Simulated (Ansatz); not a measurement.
```yaml
crystal:
  periodic: [false, false, false]
  atoms:
    - {symbol: C, position_ang: [-0.967451, 0.110173, -2.156871]}
    - {symbol: C, position_ang: [-0.911145, 0.573723, -0.703114]}
    - {symbol: Si, position_ang: [0.626838, -0.001227, 0.203548]}
    - {symbol: N, position_ang: [0.705168, -1.727682, 0.143971]}
    - {symbol: Si, position_ang: [0.597908, 0.616394, 2.464307]}
    - {symbol: H, position_ang: [-1.854688, 0.493134, -2.667892]}
    - {symbol: H, position_ang: [-1.004103, -0.980444, -2.226798]}
    - {symbol: H, position_ang: [-0.093150, 0.448851, -2.719688]}
    - {symbol: H, position_ang: [-0.936206, 1.668329, -0.654240]}
    - {symbol: H, position_ang: [-1.790418, 0.218516, -0.155951]}
    - {symbol: H, position_ang: [1.794768, 0.684845, -0.444047]}
    - {symbol: H, position_ang: [1.318985, -2.212175, 0.779255]}
    - {symbol: H, position_ang: [0.702539, -2.190030, -0.752465]}
    - {symbol: H, position_ang: [-0.674992, 0.209012, 3.121950]}
    - {symbol: H, position_ang: [1.720878, -0.026468, 3.205538]}
    - {symbol: H, position_ang: [0.742070, 2.092250, 2.606697]}
basis:
  gaussian: {orbitals: x2c-TZVPPall}
hamiltonian: {xc: {name: HF}}
correlation: {method: mp2, frozen_orbitals: {C: 9}}
```

```sh
$ ansatz run in.yaml --threads 2 --pin off --events-out ev --progress --plain --max-ram 32768MiB --backend cuda --devices 0, --max-vram 18GiB
```

It prints (some lines left out):

```
Functional definition: HF
Error: "frozen_orbitals" has no count for Si
```

Q: What is wrong with this run?

A: Frozen orbitals are typed for one element alone, and the program wants a count for each. The input was rejected before any iteration.
